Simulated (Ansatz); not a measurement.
A series at Si: from `O=C=N[SiH](N=C=O)N=C=O`, ligands are replaced one by one, each step taking up H₂ and setting free `N=C=O`; n counts the steps. Ansatz, PBE0-D4/def2-TZVP geometries. Each molecule was computed in one conformer, which needn't be the lowest.

```csv
n,molecule,"HOMO energy, ωB97M-V/def2-TZVPP (eV)"
0,`O=C=N[SiH](N=C=O)N=C=O`,-11.17
1,`O=C=N[SiH2]N=C=O`,-10.96
2,`O=C=N[SiH3]`,-10.93
3,SiH₄,?
```

Q: By hand: fit a straight line y = ȳ + b (n − n̄) to the 3 given rows and predict n = 3.

A: n̄ = 1.000, ȳ = -11.020; Σ(n − n̄)(y − ȳ) = 0.240, Σ(n − n̄)² = 2.000, so b = 0.120 eV a step. Prediction: -11.020 + (0.120) × (2.000) = -10.78 eV.

Q: By hand: compare with the computed value, -12.14 eV, and give the steps along the whole series.

A: The line misses by -1.36 eV (computed minus predicted). Steps: 0.21, 0.03, -1.21 eV.

The steps change sign along the series, so a line is a poor guide. The highest orbital can change its character along such a series. The miss is 112.4 % of the series' range.
